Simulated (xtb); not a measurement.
C₂H₄NO (SMILES [CH2]C(N)=O), doublet, at a GFN2-xTB geometry; GFN0-xTB run with xtb.

Here is a job for xtb.
```
$ xtb mol.xyz --gfn 0 --uhf 1 --json

# file mol.xyz
8

O      0.26454729     1.29773969     0.28038356
C     -0.00493724     0.12821280     0.02873673
N      0.98714613    -0.78717018    -0.20832170
C     -1.33891368    -0.38189073    -0.04047884
H      0.79601498    -1.74930651    -0.41636310
H     -1.54281494    -1.41283947    -0.26342944
H     -2.15856718     0.28838609     0.13621077
H      1.94207144    -0.47589881    -0.17078220
```

### Question
Write the output that xtb gives for this input, abridged.

### Answer

```
   ID    Z sym.   atoms
    1    8 O      1
    2    6 C      2, 4
    3    7 N      3
    4    1 H      5-8

           -------------------------------------------------
          |                Calculation Setup                |
           -------------------------------------------------

           -------------------------------------------------
          |                 G F N 0 - x T B                 |
           -------------------------------------------------

          ...................................................
          :                      SETUP                      :
          :.................................................:
          :  # basis functions                  24          :
          :  # atomic orbitals                  24          :
          :  # shells                           16          :
          :  # electrons                        23          :
          :  electronic temp.          300.0000000     K    :
          :  accuracy                    1.0000000          :
          :  -> integral cutoff          0.2500000E+02      :
          :  -> integral neglect         0.1000000E-07      :
          ...................................................

         :::::::::::::::::::::::::::::::::::::::::::::::::::::
         ::                     SUMMARY                     ::
         :::::::::::::::::::::::::::::::::::::::::::::::::::::
         :: total energy             -12.600726706962 Eh    ::
         :: gradient norm              0.024005052145 Eh/a0 ::
         :: HOMO-LUMO gap              4.859939040401 eV    ::
         ::.................................................::
         :: H0 energy                -12.619096906734 Eh    ::
         :: repulsion energy           0.158999528651 Eh    ::
         :: electrostat energy        -0.113948121590 Eh    ::
         :: -> Gsolv                   0.000000000000 Eh    ::
         ::    -> Gsasa                0.000000000000 Eh    ::
         ::    -> Gshift               0.000000000000 Eh    ::
         :: dispersion energy         -0.001456292238 Eh    ::
         :: short-range corr.         -0.025224915051 Eh    ::
         :: add. restraining           0.000000000000 Eh    ::
         :: total charge              -0.000000000000 e     ::
         :::::::::::::::::::::::::::::::::::::::::::::::::::::

           -------------------------------------------------
          |                Property Printout                |
           -------------------------------------------------

    * Orbital Energies and Occupations

         #    Occupation            Energy/Eh            Energy/eV
      -------------------------------------------------------------
         1        2.0000           -0.6978508             -18.9895
         2        2.0000           -0.6854174             -18.6512
         3        2.0000           -0.6314759             -17.1833
         4        2.0000           -0.5964527             -16.2303
         5        2.0000           -0.5756934             -15.6654
         6        2.0000           -0.5502080             -14.9719
         7        2.0000           -0.5187731             -14.1165
         8        2.0000           -0.5175374             -14.0829
         9        2.0000           -0.4939693             -13.4416
        10        2.0000           -0.4330541             -11.7840
        11        2.0000           -0.4173693             -11.3572
        12        1.0000           -0.3834943             -10.4354 (HOMO)
        13                         -0.2048948              -5.5755 (LUMO)
        14                         -0.1720816              -4.6826
        15                         -0.1326338              -3.6092
        16                         -0.1083169              -2.9475
        17                         -0.0734926              -1.9998
        18                          0.1068428               2.9073
        19                          0.1637229               4.4551
        20                          0.1720378               4.6814
        21                          0.2502430               6.8095
        22                          0.2779239               7.5627
        23                          0.3907297              10.6323
        24                          0.4972429              13.5307
      -------------------------------------------------------------
                  HL-Gap            0.1785995 Eh            4.8599 eV
             Fermi-level            0.0000000 Eh            0.0000 eV

     #   Z          covCN         q      C6AA      α(0)
     1   8 O        0.859    -0.523    24.224     6.604
     2   6 C        2.745     0.899    14.795     6.278
     3   7 N        2.643    -1.248    65.281    12.096
     4   6 C        2.844    -0.486    45.350    11.001
     5   1 H        0.861     0.438     0.416     1.010
     6   1 H        0.926     0.214     1.028     1.586
     7   1 H        0.926     0.228     0.969     1.539
     8   1 H        0.860     0.478     0.360     0.940

 Mol. C6AA /au·bohr⁶  :        716.169867
 Mol. C8AA /au·bohr⁸  :      16370.085792
 Mol. α(0) /au        :         41.055008

Wiberg/Mayer (AO) data.
largest (>0.10) Wiberg bond orders for each atom

 ---------------------------------------------------------------------------
     #   Z sym  total        # sym  WBO       # sym  WBO       # sym  WBO
 ---------------------------------------------------------------------------
     1   8 O    1.878 --     2 C    1.513     3 N    0.177     4 C    0.150
     2   6 C    3.911 --     1 O    1.513     4 C    1.241     3 N    1.166
     3   7 N    3.341 --     2 C    1.166     8 H    0.963     5 H    0.962
                             1 O    0.177
     4   6 C    3.431 --     2 C    1.241     6 H    0.983     7 H    0.983
                             1 O    0.150
     5   1 H    0.968 --     3 N    0.962
     6   1 H    0.983 --     4 C    0.983
     7   1 H    0.991 --     4 C    0.983
     8   1 H    0.985 --     3 N    0.963
 ---------------------------------------------------------------------------

Topologies differ in total number of bonds
Writing topology from bond orders to xtbtopo.mol

 dipole moment from electron density (au)
     X       Y       Z
  -0.1814  -1.8752  -0.4118  total (Debye):    4.902

           -------------------------------------------------
          | TOTAL ENERGY              -12.600726706962 Eh   |
          | GRADIENT NORM               0.024005052145 Eh/α |
          | HOMO-LUMO GAP               4.859939040401 eV   |
           -------------------------------------------------

normal termination of xtb
```
